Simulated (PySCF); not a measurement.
Species: GeH3PHPF2, F2GeH4P2.
SMILES with atom numbers: `[F:1][P:2]([F:3])[PH:4][GeH3:5]` (hydrogens: H6 on P4; H7, H8, H9 on Ge5)

Geometry (PBE0-D3(BJ)/def2-SVP, Å), atoms numbered from 1 in this order:
```
atom  x, y, z in Å
F1     3.106    0.251    0.869
P2     1.571    0.075    1.333
F3     1.387   -1.473    0.884
P4     0.589    0.986   -0.457
Ge5   -1.355   -0.286   -0.231
H6     0.083    2.072    0.326
H7    -2.498    0.556   -0.820
H8    -1.161   -1.573   -1.041
H9    -1.659   -0.623    1.240
```

Level: B3LYP/def2-SVPD in PySCF, non-relativistic, on one gas-phase PBE0-D3(BJ)/def2-SVP geometry that isn't relaxed in the solvent. The solvent is an IEF-PCM continuum (van der Waals radii × 1.2), and excitations are vertical TDDFT with non-equilibrium linear response and a frozen core. Specific hydrogen bonds and non-electrostatic terms are outside this model. Spin–orbit coupling is left out although an atom past zinc is present.

| run | E − E(gas) (kJ/mol) | HOMO (eV) | HOMO–LUMO gap (eV) | dipole (D) | lowest singlet (eV) | static polarisability (au) |
| --- | --- | --- | --- | --- | --- | --- |
| gas | 0.00 | -7.14 | 5.81 | 2.18 | 4.75 | 88.4 |
| P | -11.73 | -6.96 | 5.88 | 2.95 | 4.79 | 126.6 |
| Q | -8.56 | -6.99 | 5.86 | 2.73 | 4.77 | 114.9 |

**Question.** The runs were made in acetone and chloroform. Which run belongs to which solvent?

**Answer.** P = acetone, Q = chloroform. The dielectric constants are 4.711 (chloroform), 20.49 (acetone), and the energy falls further as ε rises. The optical constants n² used for the excitations are 2.09, 1.85 in the same order. In this model the ground state sees the solvent through ε alone.

**Question.** How constant is the ratio of the lowering to (ε − 1)/(2ε + 1)?

**Answer.** 
| solvent | (ε − 1)/(2ε + 1) | E − E(gas) (kJ/mol) | ratio (kJ/mol) | polarisation term (kJ/mol) |
| --- | --- | --- | --- | --- |
| chloroform | 0.356 | -8.56 | -24.0 | -9.71 |
| acetone | 0.464 | -11.73 | -25.3 | -14.03 |

The ratio changes by +5.1 % in size from chloroform to acetone. The polarisation term is half the interaction of the solute with the induced surface charges.
